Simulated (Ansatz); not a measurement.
`[F][Ga]([SH])[Cl]` + H₂S → `[F][Ga]([SH])[SH]` + HCl at 700 K and 1 bar (ligand exchange at a Ga–Cl bond).

Computed with Ansatz on PBE0-D4/def2-TZVP structures; ΔE is electronic, products minus reactants. CBS: MP2 limit from def2 TZ/QZ plus the TZ coupled-cluster correction, frozen cores. This one scheme is used for every species. For Ga outer-core shells are correlated without core-valence functions, which leaves a few kJ/mol of doubt a bond. Scalar relativity is left out up to krypton. Each species was taken in one conformer, which may not be the lowest.

| species | CCSD(T)/CBS energy (Eh) | H − E (kJ/mol) | S (J/(mol·K)) |
| --- | --- | --- | --- |
| `[F][Ga]([SH])[Cl]` | -2882.02312 | 89.2 | 416.7 |
| H₂S | -398.97279 | 64.8 | 236.9 |
| `[F][Ga]([SH])[SH]` | -2820.60659 | 118.1 | 439.4 |
| HCl | -460.38127 | 38.4 | 211.8 |

H − E and S are ideal-gas, rigid-rotor, harmonic terms from PBE0-D4/def2-TZVP, for one conformer and one mirror image of each species. 1 Eh = 2625.50 kJ/mol, R = 8.31446 J/(mol·K).

**Question.** By hand: ΔE, ΔH, ΔS and ΔG.

**Answer.** ΔE = (-2820.60659) + (-460.38127) − (-2882.02312) − (-398.97279) = 0.00805 Eh = 21.1 kJ/mol. Δ(H − E) = 118.1 + 38.4 − 89.2 − 64.8 = 2.5, so ΔH = 23.6 kJ/mol. ΔS = 439.4 + 211.8 − 416.7 − 236.9 = -2.4 J/(mol·K). ΔG = 23.6 − 700 × (-2.4)/1000 = 25.3 kJ/mol.

**Question.** By hand: the equilibrium constant, and the temperature at which ΔG would vanish if ΔH and ΔS stayed fixed.

**Answer.** log₁₀ K = −ΔG/(RT ln 10) = -1.9. ΔH and −TΔS have one sign here, so there is no such temperature.

The number of gas molecules stays the same, so ΔS is small and ΔH decides. A doubt of 5 kJ/mol in ΔE shifts log₁₀ K by 0.4 here. Other conformers and mirror images would add mixing entropy, several J/(mol·K) or more a flexible species. These are equilibria of isolated gas molecules and say nothing of rates. Largest T1 diagnostic: 0.013 (customary marks: 0.02 for closed shells, 0.045 for open ones).

ΔS is within the doubt of such terms, so its sign, and with it that verdict, could turn.
